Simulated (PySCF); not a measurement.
Two species compared at the same levels of theory.

First species: C₇H₇ (charge +1).
SMILES: `[CH2+]c1ccccc1`

Second species: C4H10Si.
Structure used (GFN2-xTB), in Å, numbered top down from 1:
```
atom  x, y, z in Å
C1    -0.9566   -0.8513   -0.2290
C2    -1.1358    0.6073    0.1816
C3     0.1042    1.3815   -0.2731
Si4    1.5546    0.1819    0.0292
C5     0.4083   -1.3210    0.2810
H6    -1.7658   -1.4723    0.1618
H7    -0.9802   -0.9195   -1.3193
H8    -1.2189    0.6615    1.2698
H9    -2.0500    1.0270   -0.2444
H10    0.0172    1.6177   -1.3344
H11    0.1861    2.3300    0.2546
H12    2.4391    0.0547   -1.1328
H13    2.3333    0.5083    1.2276
H14    0.7256   -2.2257   -0.2345
H15    0.3345   -1.5721    1.3401
```

Levels: wB97X-D/def2-SVPD for HOMO energy, LUMO energy, HOMO–LUMO gap, static isotropic polarisability and electronic spatial extent ⟨r²⟩ about the centre of nuclear charge; TDDFT wB97X-D/def2-SVPD for lowest singlet excitation; TDA wB97X-D/def2-SVPD for lowest triplet excitation (Tamm–Dancoff); GFN2-xTB for rotational constant A and rotational constant C. Geometries: GFN2-xTB. Each species is one conformer at its optimised geometry, gas phase, non-relativistic unless stated. Electronic properties by PySCF.

Q: Which has the higher S1 energy?

A: The second: 7.83 eV against 3.27 eV, a difference of 4.56 eV.

Q: Which of the two has the higher static isotropic polarisability, and by how much?

A: The first: 77.5 au against 71.4 au, a difference of 6.1 au.

Q: Which has the higher ⟨r²⟩?

A: The first: 645 bohr² against 546 bohr², a difference of 99 bohr².

Q: Which has the higher rotational constant A?

A: The second: 5.581 GHz against 5.437 GHz, a difference of 0.144 GHz.

Q: Which of the two has the higher HOMO–LUMO gap, and by how much?

A: The second: 12.09 eV against 7.46 eV, a difference of 4.63 eV.

Q: Which of the two has the higher HOMO energy, and by how much?

A: The second: -9.91 eV against -14.71 eV, a difference of 4.80 eV.

Q: Which has the higher LUMO energy?

A: The second: 2.18 eV against -7.25 eV, a difference of 9.43 eV.

Q: Which of the two has the higher rotational constant C, and by how much?

A: The second: 2.659 GHz against 1.844 GHz, a difference of 0.815 GHz.

On the first: S1 lies 4.19 eV below the HOMO–LUMO gap; its leading configuration is HOMO→LUMO, weight 0.99. The polarisability is 11.48 Å³ as a volume (1 au = 0.148185 Å³), or 1.61 au for each of the 48 electrons.

On the second: S1 lies 4.26 eV below the HOMO–LUMO gap; its leading configuration is HOMO→LUMO, weight 0.85. The 8 singlets span 7.83 to 8.99 eV, and their oscillator strengths add up to 0.22.
